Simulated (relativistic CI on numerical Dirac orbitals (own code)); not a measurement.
## How well does a small relativistic CI reproduce Cr4+?

Method of calculation: Dirac-Coulomb-Breit CI, KLI orbitals optimised for each configuration, model QED (radiative potential, 1s self-energy scaled to tabulated hydrogen-like ionisation energies), valence Slater integrals scaled by 0.85, P86 correlation estimate, and configurations built on the next ion tied to the tabulated ionisation energy (semi-empirical) (own radial code, finite nucleus).

Configuration list (outside the closed core [Ne]): 3s2 3p6 3d2, 3s2 3p6 3d 4s, 3s2 3p6 3d 4p, 3s2 3p6 3d 4d, 3s2 3p6 3d 5s, 3s2 3p6 3d 4f, 3s2 3p5 3d3, 3s2 3p4 3d4, 3s2 3p6 3d 5p, 3s2 3p6 4s2, 3s 3p6 3d3, 3s2 3p6 3d 5d, 3s2 3p6 4s 4p, 3s2 3p6 3d 5f, 3s2 3p6 3d 5g, 3s2 3p6 4p2, 3s2 3p6 4s 4d, 3s2 3p5 3d2 4s, 3s2 3p6 4p 4d, 3s2 3p5 3d2 4p, 3p6 3d4. Levels of other configurations are missing.

```
Configuration  Term (tabulated)  J  Measured (cm⁻¹)  Computed  Error  Purity (%)
  3s2 3p6 3d2                3F  2              0.0         0      0          98
  3s2 3p6 3d2                3F  3            508.2       487    -21          98
  3s2 3p6 3d2                3F  4           1141.7      1095    -47          98
  3s2 3p6 3d2                1D  2          13188.0     12148  -1040          95
  3s2 3p6 3d2                3P  0          15491.8     14415  -1076          98
  3s2 3p6 3d2                3P  1          15676.6     14592  -1085          98
  3s2 3p6 3d2                3P  2          16041.0     14939  -1102          95
  3s2 3p6 3d2                1G  4          22019.2     21538   -481          98
  3s2 3p6 3d2                1S  0          51146.4     45452  -5695          97
3s2 3p6 3d 4s                3D  1         167176.4    169335   2158          99
3s2 3p6 3d 4s                3D  2         167491.0    169641   2150          98
3s2 3p6 3d 4s                3D  3         168089.5    170215   2125          99
3s2 3p6 3d 4s                1D  2         171698.1    173884   2186          98
3s2 3p6 3d 4p               1D°  2         226119.8    229782   3663          94
3s2 3p6 3d 4p               3D°  1         228001.8    231231   3229          99
3s2 3p6 3d 4p               3D°  2         228489.1    231713   3224          96
3s2 3p6 3d 4p               3D°  3         229120.8    232326   3205          95
3s2 3p6 3d 4p               3F°  2         229551.7    233115   3563          94
3s2 3p6 3d 4p               3F°  3         230316.3    233840   3523          96
3s2 3p6 3d 4p               3F°  4         231392.9    234890   3498         100
3s2 3p6 3d 4p               3P°  1         234618.4    237844   3225          97
3s2 3p6 3d 4p               3P°  0         234668.5    237896   3227         100
3s2 3p6 3d 4p               3P°  2         234846.4    238069   3222          99
3s2 3p6 3d 4p               1F°  3         237529.5    240819   3290          99
3s2 3p6 3d 4p               1P°  1         239917.5    242678   2760          97
3s2 3p6 3d 4d                1F  3         316674.9    319055   2380          96
3s2 3p6 3d 4d                3D  1         317893.8    320095   2201          93
3s2 3p6 3d 4d                3D  2         318227.6    320402   2174          99
3s2 3p6 3d 4d                3D  3         318601.7    320769   2168          96
3s2 3p6 3d 4d                3G  3         319119.1    321389   2270          98
3s2 3p6 3d 4d                1P  1         319284.0    321636   2352          92
3s2 3p6 3d 4d                3G  4         319516.8    321776   2259          99
3s2 3p6 3d 4d                3G  5         320074.4    322319   2244         100
3s2 3p6 3d 4d                3S  1         322528.1    324568   2040          99
3s2 3p6 3d 4d                3F  2         325104.1    327999   2895          99
3s2 3p6 3d 4d                3F  3         325472.5    328358   2886          99
3s2 3p6 3d 4d                3F  4         325884.2    328761   2876          99
3s2 3p6 3d 4d                1D  2         329350.3    331827   2477          91
3s2 3p6 3d 4d                3P  0         330084.8    332620   2535          99
3s2 3p6 3d 4d                3P  1         330245.1    332775   2530          99
3s2 3p6 3d 4d                3P  2         330536.8    333052   2515          93
3s2 3p6 3d 4d                1G  4         331811.2    334402   2591          99
3s2 3p6 3d 5s                3D  1         356744.8    358148   1403         100
3s2 3p6 3d 5s                3D  2         356981.3    358388   1407          93
3s2 3p6 3d 5s                3D  3         357675.9    359044   1368         100
3s2 3p6 3d 5s                1D  2         358653.8    360138   1484          93
```

Measured levels from Sugar and Corliss, J. Phys. Chem. Ref. Data 6, 317 (1977); pairs were made by configuration, J and term (by order where the table uses no LS term), so strongly mixed levels may be paired wrongly. Some J values or terms of the table were assigned by a fit.

Mean error by configuration (cm⁻¹): 3s2 3p6 3d2 -1318; 3s2 3p6 3d 4s 2155; 3s2 3p6 3d 4p 3302; 3s2 3p6 3d 4d 2435; 3s2 3p6 3d 5s 1415. Over the excited levels the mean absolute error is 2352 cm⁻¹ (45 of the 45 excited levels that our extract of the source holds in range could be paired), and the median relative error of those above 1,000 cm⁻¹ is 1.2 %.
